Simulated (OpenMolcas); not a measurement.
A calculation on I⁺.

```json
{
 "Program": "OpenMolcas 26.06",
 "Method": "XMS-CASPT2, IPEA 0.25 Eh, imaginary shift 0.1 Eh (closed shells correlated: 4d 5s)",
 "Basis": "ANO-RCC-VTZP [7s6p4d2f1g]",
 "Scalar Hamiltonian": "DKH2, point nucleus",
 "Active space": "4 electrons in 3 orbitals (5p)",
 "State averaging": "2S+1 = 3 even, 3 roots; 2S+1 = 1 even, 6 roots",
 "Spin-orbit coupling": "RASSI with atomic mean-field integrals over the reference wave functions, term energies averaged over their components"
}
```

(1) Which level of the active space comes out lowest?

(2) How high does 5s2 5p4 3P0 lie?

(3) How high does 5s2 5p4 3P1 lie?

(4) How high does 5s2 5p4 1D2 lie?

(5) The level at 0.0 cm-1 has J = 2. What is it made of, and what is its g factor?

Measured values: NIST Handbook of Basic Atomic Spectroscopic Data.

Results:

(1) 5s2 5p4 3P2, with 92 % of that term; it is also the measured ground level.

(2) 6210 cm-1 above the lowest level; measured 6448 cm-1 above the ground level, so the calculation is off by -4 %.

(3) 6350 cm-1 above the lowest level; measured 7087 cm-1 above the ground level, so the calculation is off by -10 %.

(4) 13390 cm-1 above the lowest level; measured 13727 cm-1 above the ground level, so the calculation is off by -2 %.

(5) 92 % 5s2 5p4 3P2, 8 % 5s2 5p4 1D; g = 1.459, against 1.501 from Landé's formula for the pure leading term.

Term energies are means over components that CASPT2 splits; among the terms shown or strongly mixed into the levels shown the widest spread is 1300 cm-1 (5s2 5p4 1D). With the s shell closed, the reference lacks s² → p² mixing. Computed and measured levels are paired by configuration, term and J; levels that our copy of the source lacks, or whose pairing is in doubt (as where it misses far off the trend of its configuration), stay unpaired and out of the deviations. Only configurations of the active space appear.
